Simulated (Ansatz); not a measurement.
Steps of a relaxation of AgH6NSi2, SMILES `[SiH3][N]([SiH3])[Ag]` with RKS PBE-D4/def2-SVP.

```sh
$ ansatz run in.yaml --threads 4 --pin off --events-out ev --progress --plain --max-ram 10444MiB
```

```yaml
crystal:
  periodic: [false, false, false]
  atoms:
    - {symbol: Si, position_ang: [-0.061500, 1.181100, -0.775100]}
    - {symbol: N, position_ang: [-0.355200, -0.546200, -0.654400]}
    - {symbol: Si, position_ang: [0.529000, -1.101000, 0.767900]}
    - {symbol: Ag, position_ang: [-2.397100, -0.986100, -0.422500]}
    - {symbol: H, position_ang: [-0.843100, 1.722300, -1.974100]}
    - {symbol: H, position_ang: [-0.617600, 1.907700, 0.421500]}
    - {symbol: H, position_ang: [1.347900, 1.525600, -0.950300]}
    - {symbol: H, position_ang: [0.429500, -2.538200, 0.923300]}
    - {symbol: H, position_ang: [1.995800, -0.784600, 0.654100]}
    - {symbol: H, position_ang: [0.055500, -0.431800, 2.012600]}
basis:
  gaussian: {orbitals: def2-SVP}
hamiltonian: {xc: pbe, dispersion: d4}
relax: {f_tol: 0.03, max_steps: 200}
```

Positions (Å) and forces (eV/Å) along the path, 7 of 7 steps:

```xyz
10
step=1 energy=-21325.8086 eV
Si   -0.061    1.181   -0.775   -1.724    0.317   -0.725
N    -0.355   -0.546   -0.654    0.208   -0.106    0.308
Si    0.529   -1.101    0.768    0.079    0.376   -0.262
Ag   -2.397   -0.986   -0.422    0.308    0.054   -0.140
H    -0.843    1.722   -1.974    0.235   -0.035    0.197
H    -0.618    1.908    0.421    0.143    0.244    0.143
H     1.348    1.526   -0.950    0.862    0.066   -0.038
H     0.429   -2.538    0.923   -0.160   -1.106    0.171
H     1.996   -0.785    0.654    0.117    0.107   -0.114
H     0.056   -0.432    2.013   -0.068    0.082    0.460
10
step=2 energy=-21325.9853 eV
Si   -0.137    1.227   -0.816   -0.285    0.002   -0.016
N    -0.317   -0.522   -0.611   -0.068    0.199    0.255
Si    0.541   -1.143    0.806    0.048    0.268   -0.138
Ag   -2.339   -0.993   -0.475    0.092   -0.042   -0.087
H    -0.877    1.753   -2.029    0.017   -0.139    0.116
H    -0.598    2.024    0.392   -0.042    0.034   -0.094
H     1.312    1.552   -0.981    0.305    0.022   -0.078
H     0.391   -2.618    0.951   -0.072   -0.300   -0.036
H     2.010   -0.818    0.660    0.011   -0.024   -0.027
H     0.097   -0.513    2.105   -0.007   -0.019    0.105
10
step=3 energy=-21326.0586 eV
Si   -0.146    1.294   -0.820   -0.084   -0.171   -0.002
N    -0.315   -0.426   -0.479    0.115    0.143    0.132
Si    0.558   -1.169    0.858   -0.113    0.058   -0.140
Ag   -2.289   -1.014   -0.518   -0.049   -0.043   -0.039
H    -0.917    1.660   -2.066    0.008   -0.017    0.032
H    -0.638    2.191    0.296    0.009    0.060   -0.034
H     1.308    1.622   -1.052    0.059   -0.008    0.015
H     0.333   -2.659    0.863    0.000   -0.005   -0.002
H     2.037   -0.906    0.700    0.016    0.020   -0.010
H     0.152   -0.647    2.220    0.040   -0.037    0.049
10
step=4 energy=-21326.0670 eV
Si   -0.164    1.299   -0.803    0.204    0.445   -0.172
N    -0.363   -0.368   -0.379   -0.463   -0.204   -0.016
Si    0.539   -1.160    0.871    0.389   -0.193    0.241
Ag   -2.303   -1.042   -0.554   -0.032   -0.015   -0.007
H    -0.879    1.605   -2.095    0.004   -0.006   -0.007
H    -0.646    2.322    0.207   -0.031   -0.058    0.000
H     1.319    1.540   -0.985   -0.018    0.060   -0.020
H     0.349   -2.655    0.799   -0.007   -0.001   -0.010
H     1.999   -0.835    0.641    0.014   -0.038    0.046
H     0.231   -0.758    2.301   -0.060    0.009   -0.054
10
step=5 energy=-21326.0789 eV
Si   -0.159    1.326   -0.814   -0.081   -0.094    0.119
N    -0.456   -0.290   -0.223    0.081   -0.068   -0.143
Si    0.558   -1.176    0.889   -0.136    0.095   -0.012
Ag   -2.343   -1.039   -0.533    0.036    0.037    0.043
H    -0.823    1.540   -2.153    0.030    0.002    0.002
H    -0.677    2.411    0.106    0.005    0.064   -0.034
H     1.332    1.528   -0.955   -0.003    0.016   -0.019
H     0.387   -2.666    0.705    0.024    0.015   -0.006
H     2.001   -0.804    0.637    0.007   -0.020    0.007
H     0.261   -0.882    2.343    0.039   -0.047    0.042
10
step=6 energy=-21326.0885 eV
Si   -0.158    1.316   -0.821    0.008    0.008   -0.011
N    -0.428   -0.323   -0.284   -0.070   -0.027   -0.011
Si    0.556   -1.180    0.876    0.013   -0.009    0.000
Ag   -2.377   -0.981   -0.431    0.082    0.031    0.012
H    -0.786    1.543   -2.175   -0.004   -0.008    0.001
H    -0.711    2.390    0.091   -0.001    0.005   -0.002
H     1.332    1.547   -0.932   -0.011    0.003    0.006
H     0.424   -2.672    0.690   -0.008    0.002   -0.006
H     2.002   -0.791    0.662   -0.010    0.000    0.008
H     0.229   -0.900    2.328    0.001   -0.004    0.004
10
step=7 energy=-21326.0893 eV
Si   -0.159    1.317   -0.824   -0.002   -0.003   -0.003
N    -0.429   -0.318   -0.276    0.027    0.014    0.008
Si    0.557   -1.183    0.876   -0.003   -0.002   -0.004
Ag   -2.372   -0.967   -0.411   -0.020   -0.005    0.001
H    -0.779    1.529   -2.184    0.001    0.000   -0.001
H    -0.721    2.399    0.074   -0.001    0.000   -0.003
H     1.331    1.553   -0.926   -0.002    0.002    0.001
H     0.426   -2.673    0.673    0.001    0.000   -0.001
H     2.002   -0.788    0.668   -0.001   -0.001    0.002
H     0.228   -0.920    2.331    0.000   -0.003   -0.001
```

Hardware: 4 threads of an Intel Xeon 6975P-C on a shared host. Wall time 5.5 s, peak host memory 0.17 GiB.
